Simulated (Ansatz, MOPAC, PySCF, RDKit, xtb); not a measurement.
Complex: H2O (SMILES O) (first 3 atoms) with PH3 (SMILES P); geometry from B3LYP-D3(BJ)/def2-TZVP, rigid monomers moved along the line of their centres of mass till H2···P4 is 3.62 Å.
(charge 0, multiplicity 1):
```tsv
atom	x (Å)	y (Å)	z (Å)
O	0.2632	-0.0779	-0.5425
H	0.1242	0.0001	0.4118
H	1.1449	0.2748	-0.6984
P	-0.6906	0.1974	3.9291
H	-0.0549	-0.5197	4.9716
H	-0.8181	1.3927	4.6775
H	-1.9881	-0.2717	4.2455
```

```json
[
 {"level": "MMFF94", "interaction energy (kcal/mol)": "-0.73", "minus CCSD(T)/CBS(aug-cc-pV(D+d)Z, aug-cc-pV(T+d)Z)": "0.52", "cost": "-"},
 {"level": "UFF", "interaction energy (kcal/mol)": "-0.24", "minus CCSD(T)/CBS(aug-cc-pV(D+d)Z, aug-cc-pV(T+d)Z)": "1.00", "cost": "-"},
 {"level": "AM1", "interaction energy (kcal/mol)": "-0.76", "minus CCSD(T)/CBS(aug-cc-pV(D+d)Z, aug-cc-pV(T+d)Z)": "0.49", "cost": "-"},
 {"level": "PM3", "interaction energy (kcal/mol)": "-0.22", "minus CCSD(T)/CBS(aug-cc-pV(D+d)Z, aug-cc-pV(T+d)Z)": "1.03", "cost": "-"},
 {"level": "GFN1-xTB", "interaction energy (kcal/mol)": "-0.43", "minus CCSD(T)/CBS(aug-cc-pV(D+d)Z, aug-cc-pV(T+d)Z)": "0.82", "cost": "-"},
 {"level": "GFN2-xTB", "interaction energy (kcal/mol)": "-0.94", "minus CCSD(T)/CBS(aug-cc-pV(D+d)Z, aug-cc-pV(T+d)Z)": "0.31", "cost": "-"},
 {"level": "HF/STO-3G (no counterpoise)", "interaction energy (kcal/mol)": "-0.57", "minus CCSD(T)/CBS(aug-cc-pV(D+d)Z, aug-cc-pV(T+d)Z)": "0.68", "cost": "-"},
 {"level": "HF/3-21G (no counterpoise)", "interaction energy (kcal/mol)": "-1.72", "minus CCSD(T)/CBS(aug-cc-pV(D+d)Z, aug-cc-pV(T+d)Z)": "-0.47", "cost": "-"},
 {"level": "HF/6-31G*", "interaction energy (kcal/mol)": "-1.24", "minus CCSD(T)/CBS(aug-cc-pV(D+d)Z, aug-cc-pV(T+d)Z)": "0.01", "cost": "-"},
 {"level": "HF/6-31G* (no counterpoise)", "interaction energy (kcal/mol)": "-1.31", "minus CCSD(T)/CBS(aug-cc-pV(D+d)Z, aug-cc-pV(T+d)Z)": "-0.06", "cost": "-"},
 {"level": "HF/aug-cc-pV(D+d)Z", "interaction energy (kcal/mol)": "-1.09", "minus CCSD(T)/CBS(aug-cc-pV(D+d)Z, aug-cc-pV(T+d)Z)": "0.15", "cost": "-"},
 {"level": "HF/aug-cc-pV(T+d)Z", "interaction energy (kcal/mol)": "-1.07", "minus CCSD(T)/CBS(aug-cc-pV(D+d)Z, aug-cc-pV(T+d)Z)": "0.17", "cost": "-"},
 {"level": "PBE/def2-TZVPPD", "interaction energy (kcal/mol)": "-1.24", "minus CCSD(T)/CBS(aug-cc-pV(D+d)Z, aug-cc-pV(T+d)Z)": "0.01", "cost": "×1"},
 {"level": "PBE-D3(BJ)/def2-TZVPPD", "interaction energy (kcal/mol)": "-1.46", "minus CCSD(T)/CBS(aug-cc-pV(D+d)Z, aug-cc-pV(T+d)Z)": "-0.21", "cost": "×1"},
 {"level": "PBE-D4/def2-TZVPPD", "interaction energy (kcal/mol)": "-1.40", "minus CCSD(T)/CBS(aug-cc-pV(D+d)Z, aug-cc-pV(T+d)Z)": "-0.16", "cost": "×1"},
 {"level": "BP86/6-31G* (no counterpoise)", "interaction energy (kcal/mol)": "-1.21", "minus CCSD(T)/CBS(aug-cc-pV(D+d)Z, aug-cc-pV(T+d)Z)": "0.04", "cost": "-"},
 {"level": "r2SCAN-D3(BJ)/def2-TZVPPD", "interaction energy (kcal/mol)": "-1.25", "minus CCSD(T)/CBS(aug-cc-pV(D+d)Z, aug-cc-pV(T+d)Z)": "-0.01", "cost": "×2"},
 {"level": "r2SCAN-D4/def2-TZVPPD", "interaction energy (kcal/mol)": "-1.23", "minus CCSD(T)/CBS(aug-cc-pV(D+d)Z, aug-cc-pV(T+d)Z)": "0.02", "cost": "×2"},
 {"level": "B3LYP/3-21G (no counterpoise)", "interaction energy (kcal/mol)": "-1.81", "minus CCSD(T)/CBS(aug-cc-pV(D+d)Z, aug-cc-pV(T+d)Z)": "-0.56", "cost": "-"},
 {"level": "B3LYP/6-31G*", "interaction energy (kcal/mol)": "-1.29", "minus CCSD(T)/CBS(aug-cc-pV(D+d)Z, aug-cc-pV(T+d)Z)": "-0.04", "cost": "-"},
 {"level": "B3LYP/6-31G* (no counterpoise)", "interaction energy (kcal/mol)": "-1.39", "minus CCSD(T)/CBS(aug-cc-pV(D+d)Z, aug-cc-pV(T+d)Z)": "-0.14", "cost": "-"},
 {"level": "B3LYP/6-311+G** (no counterpoise)", "interaction energy (kcal/mol)": "-1.31", "minus CCSD(T)/CBS(aug-cc-pV(D+d)Z, aug-cc-pV(T+d)Z)": "-0.07", "cost": "-"},
 {"level": "B3LYP/def2-TZVPPD", "interaction energy (kcal/mol)": "-0.96", "minus CCSD(T)/CBS(aug-cc-pV(D+d)Z, aug-cc-pV(T+d)Z)": "0.28", "cost": "×1"},
 {"level": "B3LYP-D3(BJ)/def2-TZVPPD", "interaction energy (kcal/mol)": "-1.28", "minus CCSD(T)/CBS(aug-cc-pV(D+d)Z, aug-cc-pV(T+d)Z)": "-0.03", "cost": "×1"},
 {"level": "B3LYP-D4/def2-TZVPPD", "interaction energy (kcal/mol)": "-1.18", "minus CCSD(T)/CBS(aug-cc-pV(D+d)Z, aug-cc-pV(T+d)Z)": "0.07", "cost": "×1"},
 {"level": "PBE0-D3(BJ)/def2-TZVPPD", "interaction energy (kcal/mol)": "-1.42", "minus CCSD(T)/CBS(aug-cc-pV(D+d)Z, aug-cc-pV(T+d)Z)": "-0.17", "cost": "×1"},
 {"level": "PBE0-D4/def2-TZVPPD", "interaction energy (kcal/mol)": "-1.36", "minus CCSD(T)/CBS(aug-cc-pV(D+d)Z, aug-cc-pV(T+d)Z)": "-0.12", "cost": "×1"},
 {"level": "M06-2X/6-31G* (no counterpoise)", "interaction energy (kcal/mol)": "-1.52", "minus CCSD(T)/CBS(aug-cc-pV(D+d)Z, aug-cc-pV(T+d)Z)": "-0.27", "cost": "-"},
 {"level": "wB97X-V/def2-TZVPPD", "interaction energy (kcal/mol)": "-1.32", "minus CCSD(T)/CBS(aug-cc-pV(D+d)Z, aug-cc-pV(T+d)Z)": "-0.07", "cost": "×3"},
 {"level": "MP2/6-31G*", "interaction energy (kcal/mol)": "-1.39", "minus CCSD(T)/CBS(aug-cc-pV(D+d)Z, aug-cc-pV(T+d)Z)": "-0.14", "cost": "-"},
 {"level": "MP2/6-31G* (no counterpoise)", "interaction energy (kcal/mol)": "-1.58", "minus CCSD(T)/CBS(aug-cc-pV(D+d)Z, aug-cc-pV(T+d)Z)": "-0.34", "cost": "-"},
 {"level": "MP2/aug-cc-pV(D+d)Z", "interaction energy (kcal/mol)": "-1.22", "minus CCSD(T)/CBS(aug-cc-pV(D+d)Z, aug-cc-pV(T+d)Z)": "0.02", "cost": "-"},
 {"level": "MP2/aug-cc-pV(T+d)Z", "interaction energy (kcal/mol)": "-1.24", "minus CCSD(T)/CBS(aug-cc-pV(D+d)Z, aug-cc-pV(T+d)Z)": "0.00", "cost": "-"},
 {"level": "MP2/CBS(aug-cc-pV(D+d)Z, aug-cc-pV(T+d)Z)", "interaction energy (kcal/mol)": "-1.26", "minus CCSD(T)/CBS(aug-cc-pV(D+d)Z, aug-cc-pV(T+d)Z)": "-0.01", "cost": "-"},
 {"level": "SCS-MP2/aug-cc-pV(D+d)Z", "interaction energy (kcal/mol)": "-1.14", "minus CCSD(T)/CBS(aug-cc-pV(D+d)Z, aug-cc-pV(T+d)Z)": "0.10", "cost": "-"},
 {"level": "SCS-MP2/aug-cc-pV(T+d)Z", "interaction energy (kcal/mol)": "-1.16", "minus CCSD(T)/CBS(aug-cc-pV(D+d)Z, aug-cc-pV(T+d)Z)": "0.08", "cost": "-"},
 {"level": "CCSD/aug-cc-pV(T+d)Z", "interaction energy (kcal/mol)": "-1.18", "minus CCSD(T)/CBS(aug-cc-pV(D+d)Z, aug-cc-pV(T+d)Z)": "0.07", "cost": "-"},
 {"level": "CCSD(T)/aug-cc-pV(D+d)Z", "interaction energy (kcal/mol)": "-1.18", "minus CCSD(T)/CBS(aug-cc-pV(D+d)Z, aug-cc-pV(T+d)Z)": "0.06", "cost": "×4"},
 {"level": "CCSD(T)/aug-cc-pV(T+d)Z", "interaction energy (kcal/mol)": "-1.22", "minus CCSD(T)/CBS(aug-cc-pV(D+d)Z, aug-cc-pV(T+d)Z)": "0.02", "cost": "×40*"},
 {"level": "CCSD(T)/CBS(aug-cc-pV(D+d)Z, aug-cc-pV(T+d)Z)", "interaction energy (kcal/mol)": "-1.25", "minus CCSD(T)/CBS(aug-cc-pV(D+d)Z, aug-cc-pV(T+d)Z)": "0.00", "cost": "×50*"}
]
```

 The comparison column counts from a level with limits of its own.

The rows run from -1.81 (B3LYP/3-21G (no counterpoise)) to -0.22 kcal/mol (PM3). In aug-cc-pV(T+d)Z the value moves HF -1.07, MP2 -1.24, CCSD -1.18, CCSD(T) -1.22, a shift of -0.15 from HF to CCSD(T). From aug-cc-pV(D+d)Z to aug-cc-pV(T+d)Z CCSD(T) changes by -0.04. The dispersion term adds -0.21 in PBE-D3(BJ), -0.16 in PBE-D4, -0.32 in B3LYP-D3(BJ). The 3 functionals in def2-TZVPPD without D3 or D4 span 0.36, from wB97X-V to B3LYP.

Monomers are frozen at their geometry in the pair; levels with a basis set take the counterpoise correction. Rows marked so take none. RDKit's UFF carries no charges.

Frozen-core correlation. CBS(a, b) extrapolates the correlation energy as X⁻³ and adds the Hartree–Fock energy of set b. Rows in 3-21G, 6-311+G**, 6-31G*, STO-3G carry no dispersion term and start afresh at each structure (6-31G* with six Cartesian d functions). MP2/6-31G* freezes PySCF's default core. The state that AM1, PM3 reach isn't checked.

The values were computed with Ansatz (Gaussian basis) for Hartree–Fock, density functionals and correlated methods; MOPAC for AM1, PM3 (differences of heats of formation); PySCF for 3-21G rows, 6-311+G** rows, 6-31G* rows, STO-3G rows, the dispersion terms; RDKit for the force fields; xtb for the GFN methods. Values without a source in brackets are computed.

Costs are rough ratios of core time to PBE/def2-TZVPPD (about 3 s over the structures, on one shared machine); a dash marks a level with no comparable run of its own. A star marks coupled-cluster runs past 200 virtual orbitals, where the program's memory plan changes under this machine's limit, so their costs aren't comparable with smaller runs.

Ansatz is an electronic-structure program.
